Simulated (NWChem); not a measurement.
Species: AlClF2; SMILES [F][Al]([F])[Cl]

All runs: NWChem. All runs use the structure optimised with PBE0/def2-SVP. B3LYP is NWChem's, with the RPA form of VWN correlation. Ions are spin-unrestricted doublets at the neutral geometry; other ion states weren't tried.

For level B3LYP/def2-SVP:

```yaml
vertical ionisation energy, ΔSCF (eV): 12.56
"−ε(HOMO) (eV)": 9.41
```

Question: How do the values read with level PBE/def2-SVP instead?

Answer: The vertical ionisation energy, ΔSCF (eV) is 12.07 and the −ε(HOMO) (eV) is 8.23.
